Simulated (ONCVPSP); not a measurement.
Which change was made? (Ta, ONCV)

```json
{
 "Element": "Ta (Z = 73)",
 "Generator": "ONCVPSP 4.0.1",
 "Type": "optimised norm-conserving Vanderbilt (ONCV)",
 "Functional": "PBEsol",
 "Relativity": "scalar-relativistic",
 "Frozen core": "[Kr] 4d10 4f14",
 "Valence charge": "13",
 "Reference configuration": "5s2 5p6 5d3 6s1.75 6p0.25",
 "Partial waves": "5s+6s: rc 1.50 bohr, ncon 4, nbas 8, qcut 7.3 1/bohr, 2 projectors; 5p+6p: rc 2.05 bohr, ncon 4, nbas 9, qcut 8.4 1/bohr, 2 projectors; 5d: rc 2.90 bohr, ncon 4, nbas 9, qcut 6.6 1/bohr, 1 projector",
 "Local potential": "polynomial inside 1.45 bohr (lpopt 3, dvloc0 4 Ha)",
 "Core correction": "none"
}
```

Cutoffs, loose and tight: the cutoffs (Ha) at which the residual kinetic energy of the hardest occupied pseudo-wave falls to 1 and 0.1 mHa per electron. They do not see the model core or the augmentation charge, which bear on the density cutoff. Test errors are all-electron minus pseudo excitation energies from the reference, over the configurations 5s2 5p6 5d3 6s2 6p0; 5s2 5p6 5d3 6s1 6p0; 5s2 5p6 5d3 6s0 6p0; 5s2 5p6 5d4 6s0 6p0; variants that change the core or the reference have their own tests. The largest error is taken over the tests solved by every variant that gives reliable tests at all, those not shown here included: 5s2 5p6 5d3 6s0 6p0; 5s2 5p6 5d3 6s1 6p0; 5s2 5p6 5d4 6s0 6p0.

The base gives: outcome: generated; cutoff, loose: 22 Ha; cutoff, tight: 26 Ha; bound ghosts: none; GHOST(+) flags above zero: none; largest test error (meV): -2.0.

Question: After one change the result is: outcome: generated; cutoff, loose: 22 Ha; cutoff, tight: 26 Ha; bound ghosts: none; GHOST(+) flags above zero: none; largest test error (meV): +9.4. Which change was it?
A. functional BLYP
B. local potential polynomial inside 0.95 bohr (lpopt 5, dvloc0 2 Ha)
C. reference 5s2 5p6 5d3 6s2; wave 5p+6p: rc 2.05 bohr, ncon 4, nbas 9, qcut 8.4 1/bohr, 2 projectors becomes 5p: rc 2.05 bohr, ncon 4, nbas 9, qcut 8.4 1/bohr, 2 projectors, debl 2.2 Ha
D. s: qcut 4.8; p: qcut 5.5; d: qcut 4.3

Answer: A. The others give: local potential polynomial inside 0.95 bohr (lpopt 5, dvloc0 2 Ha) → outcome: generated; cutoff, loose: 22 Ha; cutoff, tight: 26 Ha; bound ghosts: s; GHOST(+) flags above zero: p; largest test error (meV): -1.9 | reference 5s2 5p6 5d3 6s2; wave 5p+6p: rc 2.05 bohr, ncon 4, nbas 9, qcut 8.4 1/bohr, 2 projectors becomes 5p: rc 2.05 bohr, ncon 4, nbas 9, qcut 8.4 1/bohr, 2 projectors, debl 2.2 Ha → outcome: generated; cutoff, loose: 22 Ha; cutoff, tight: 26 Ha; bound ghosts: none; GHOST(+) flags above zero: none; largest test error (meV): -10 | s: qcut 4.8; p: qcut 5.5; d: qcut 4.3 → outcome: generated; cutoff, loose: 68 Ha; cutoff, tight: 83 Ha; bound ghosts: none; GHOST(+) flags above zero: none; largest test error (meV): +43.
